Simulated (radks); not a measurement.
Values are calculated unless marked as measured or tabulated.
Isoelectronic series with 4 electrons, all held in the configuration [He] 2s2, which need not be the ground one along the series. Level of theory: scalar-relativistic Kohn-Sham, PBEsol, spin-polarised, spherical densities, finite nucleus; Fermi nuclear charge, rms radius of each element as measured or else 0.836 A^(1/3) + 0.57 fm (a radial shooting solver on a logarithmic mesh with Libxc functionals). Total energies (hartree) and mean radii <r> (bohr):

ion    E (hartree)      2s       1s
O4+      -68.12702  0.9322   0.1990
F5+      -87.80058  0.8054   0.1756
Ne6+    -109.98970  0.7091   0.1572
Mg8+    -161.93002  0.5724   0.1298
Al9+    -191.69011  0.5220   0.1194
Si10+   -223.98350  0.4798   0.1106
P11+    -258.81576  0.4439   0.1029
S12+    -296.19293  0.4129  0.09622
Cl13+   -336.12148  0.3859  0.09035
Ar14+   -378.60839  0.3623  0.08514
